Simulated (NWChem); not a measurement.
Everything below was run with NWChem. System: I$_{2}$Sn, charge 0, spin multiplicity 1, at a geometry optimised with PBE0/def2-SVP with def2 effective core potentials on Sn, I. The structure started from a generated list of species. Level: PBE/def2-SVPD with def2 effective core potentials on Sn, I.

Input file:

```
start mol
memory heap 200 mb stack 900 mb global 1100 mb
geometry units angstroms nocenter noautoz
  Sn     0.000000     0.000000    -1.187997
  I     -2.116140     0.000000     0.560376
  I      2.116140     0.000000     0.560376
  symmetry group C2v
end
basis spherical
  * library def2-svpd
end
ecp
  Sn library def2-ecp
  I library def2-ecp
end
dft
  xc xpbe96 cpbe96
  semidirect memsize 60000000 filesize 0
  iterations 100
end
task dft energy
```

Part of the output:

```
             Northwest Computational Chemistry Package (NWChem) 7.3.0
             --------------------------------------------------------

                                NWChem Input Module
                                -------------------

 Scaling coordinates for geometry "geometry" by  1.889725989
 (inverse scale =  0.529177249)

 Turning off AUTOSYM since
 SYMMETRY directive was detected!

                             Geometry "geometry" -> ""
                             -------------------------

 Output coordinates in angstroms (scale by  1.889725989 to convert to a.u.)

  No.       Tag          Charge          X              Y              Z
 ---- ---------------- ---------- -------------- -------------- --------------
    1 Sn                  50.0000     0.00000000     0.00000000    -1.18799700
    2 I                   53.0000    -2.11614000     0.00000000     0.56037600
    3 I                   53.0000     2.11614000     0.00000000     0.56037600

 Effective nuclear repulsion energy (a.u.)    1372.9573907043

            Nuclear Dipole moment (a.u.)
            ----------------------------
        X                 Y               Z
 ---------------- ---------------- ----------------
     0.0000000000     0.0000000000     0.0000113384

      Symmetry information
      --------------------

 Group name             C2v
 Group number             16
 Group order               4
 No. of unique centers     2

      Symmetry unique atoms

     1    2


 Summary of "ao basis" -> "" (spherical)
 ------------------------------------------------------------------------------
       Tag                 Description            Shells   Functions and Types
 ---------------- ------------------------------  ------  ---------------------
 *                         def2-svpd                  on all atoms

 Summary of "ao basis" -> "ao basis" (spherical)
 ------------------------------------------------------------------------------
       Tag                 Description            Shells   Functions and Types
 ---------------- ------------------------------  ------  ---------------------
 Sn                        def2-svpd                12       32   5s4p3d
 I                         def2-svpd                13       35   5s5p3d

 Summary of "ao basis" -> "ao basis" (spherical)
 ------------------------------------------------------------------------------
       Tag                 Description            Shells   Functions and Types
 ---------------- ------------------------------  ------  ---------------------
 Sn                        def2-svpd                12       32   5s4p3d
 I                         def2-svpd                13       35   5s5p3d

      Symmetry analysis of basis
      --------------------------

        a1         39
        a2         14
        b1         31
        b2         18

            General Information
            -------------------
          SCF calculation type: DFT
          Wavefunction type:  closed shell.
          No. of atoms     :     3
          No. of electrons :    72
           Alpha electrons :    36
            Beta electrons :    36
          Charge           :     0
          Spin multiplicity:     1
          Use of symmetry is: on ; symmetry adaption is: on
          Maximum number of iterations: 100
          AO basis - number of functions:   102
                     number of shells:    38
          Convergence on energy requested:  1.00D-06
          Convergence on density requested:  1.00D-05
[...]
  Resetting Diis
 d= 0,ls=0.0,diis     6   -809.7934040007 -3.83D-05  4.84D-05  2.21D-05     1.5
 d= 0,ls=0.0,diis     7   -809.7934092446 -5.24D-06  2.08D-05  4.16D-07     1.6
 d= 0,ls=0.0,diis     8   -809.7934091441  1.00D-07  1.44D-05  8.96D-07     1.7
 d= 0,ls=0.0,diis     9   -809.7934093180 -1.74D-07  4.28D-06  1.37D-07     1.8

         Total DFT energy =     -809.793409318037
      One electron energy =    -1991.778620428177
           Coulomb energy =      954.264422395556
    Exchange-Corr. energy =      -62.484043638172
 Nuclear repulsion energy =      290.204832352755

 Numeric. integr. density =       72.000000435538

     Total iterative time =      1.4s

                  Occupations of the irreducible representations
                  ----------------------------------------------

                     irrep           alpha         beta
                     --------     --------     --------
                     a1               14.0         14.0
                     a2                5.0          5.0
                     b1               11.0         11.0
                     b2                6.0          6.0

                       DFT Final Molecular Orbital Analysis
                       ------------------------------------

 Vector   34  Occ=2.000000D+00  E=-2.437464D-01  Symmetry=a2
              MO Center= -8.3D-14,  1.3D-14,  5.1D-01, r^2= 6.5D+00
   Bfn.  Coefficient  Atom+Function         Bfn.  Coefficient  Atom+Function
  ----- ------------  ---------------      ----- ------------  ---------------
    45      0.433881  2 I  py                80     -0.433881  3 I  py
    48      0.376331  2 I  py                83     -0.376331  3 I  py
    42     -0.175601  2 I  py                77      0.175601  3 I  py
    39     -0.142229  2 I  py                74      0.142229  3 I  py
    18      0.046679  1 Sn d -2              23     -0.037876  1 Sn d -2

 Vector   35  Occ=2.000000D+00  E=-2.325377D-01  Symmetry=a1
              MO Center=  3.8D-13, -3.4D-16,  1.1D-01, r^2= 6.7D+00
   Bfn.  Coefficient  Atom+Function         Bfn.  Coefficient  Atom+Function
  ----- ------------  ---------------      ----- ------------  ---------------
    46      0.402866  2 I  pz                81      0.402866  3 I  pz
    49      0.355853  2 I  pz                84      0.355853  3 I  pz
     3      0.331874  1 Sn s                 14     -0.206672  1 Sn pz
     4      0.196315  1 Sn s                 43     -0.162249  2 I  pz
    78     -0.162249  3 I  pz                40     -0.131328  2 I  pz

 Vector   36  Occ=2.000000D+00  E=-2.321470D-01  Symmetry=b1
              MO Center= -3.9D-13, -5.6D-16,  5.0D-01, r^2= 6.7D+00
   Bfn.  Coefficient  Atom+Function         Bfn.  Coefficient  Atom+Function
  ----- ------------  ---------------      ----- ------------  ---------------
    44      0.360169  2 I  px                79      0.360169  3 I  px
    47      0.313634  2 I  px                82      0.313634  3 I  px
    46      0.262061  2 I  pz                81     -0.262061  3 I  pz
    49      0.225852  2 I  pz                84     -0.225852  3 I  pz
    41     -0.145019  2 I  px                76     -0.145019  3 I  px

 Vector   37  Occ=0.000000D+00  E=-1.457139D-01  Symmetry=b2
              MO Center=  2.8D-14, -7.9D-16, -8.9D-01, r^2= 4.6D+00
   Bfn.  Coefficient  Atom+Function         Bfn.  Coefficient  Atom+Function
  ----- ------------  ---------------      ----- ------------  ---------------
    13      0.585095  1 Sn py                16      0.490474  1 Sn py
    48     -0.210340  2 I  py                83     -0.210340  3 I  py
    45     -0.208131  2 I  py                80     -0.208131  3 I  py
    10     -0.175425  1 Sn py                 7     -0.162763  1 Sn py
    42      0.082008  2 I  py                77      0.082008  3 I  py

 Vector   38  Occ=0.000000D+00  E=-8.319978D-02  Symmetry=a1
              MO Center=  1.1D-13, -1.3D-15, -7.1D-01, r^2= 7.2D+00
   Bfn.  Coefficient  Atom+Function         Bfn.  Coefficient  Atom+Function
  ----- ------------  ---------------      ----- ------------  ---------------
    14      0.512805  1 Sn pz                17      0.498175  1 Sn pz
     3      0.373221  1 Sn s                  4      0.335258  1 Sn s
     5     -0.313497  1 Sn s                 47     -0.289358  2 I  px
    82      0.289358  3 I  px                44     -0.234666  2 I  px
    79      0.234666  3 I  px                36     -0.167907  2 I  s

 Vector   39  Occ=0.000000D+00  E=-7.129989D-02  Symmetry=b1
              MO Center= -1.4D-14, -1.5D-15, -7.8D-01, r^2= 7.0D+00
   Bfn.  Coefficient  Atom+Function         Bfn.  Coefficient  Atom+Function
  ----- ------------  ---------------      ----- ------------  ---------------
    12      0.542072  1 Sn px                15      0.515562  1 Sn px
    49     -0.249132  2 I  pz                84      0.249132  3 I  pz
    46     -0.211190  2 I  pz                81      0.211190  3 I  pz
    35      0.195025  2 I  s                 70     -0.195025  3 I  s
    36      0.167207  2 I  s                 71     -0.167207  3 I  s

 center of mass
 --------------
 x =   0.00000000 y =   0.00000000 z =   0.01096558

 moments of inertia (a.u.)
 ------------------
         878.787107773779           0.000000000000           0.000000000000
           0.000000000000        4937.417013778257           0.000000000000
           0.000000000000           0.000000000000        4058.629906004478

     Multipole analysis of the density
     ---------------------------------

     L   x y z        total         alpha         beta         nuclear
     -   - - -        -----         -----         ----         -------
     0   0 0 0     -0.000000    -36.000000    -36.000000     72.000000

     1   1 0 0     -0.000000     -0.000000     -0.000000      0.000000
     1   0 1 0     -0.000000     -0.000000     -0.000000      0.000000
     1   0 0 1     -0.921876     -2.239989     -2.239989      3.558101

     2   2 0 0    -61.942197   -430.756078   -430.756078    799.569959
     2   1 1 0     -0.000000     -0.000000     -0.000000      0.000000
     2   1 0 1      0.000000      0.000000      0.000000      0.000000
     2   0 2 0    -57.318351    -28.659175    -28.659175      0.000000
     2   0 1 1     -0.000000     -0.000000     -0.000000      0.000000
     2   0 0 2    -56.246497   -111.597723   -111.597723    166.948950

 Task  times  cpu:        1.8s     wall:        1.8s

 Total times  cpu:        1.8s     wall:        1.8s
```
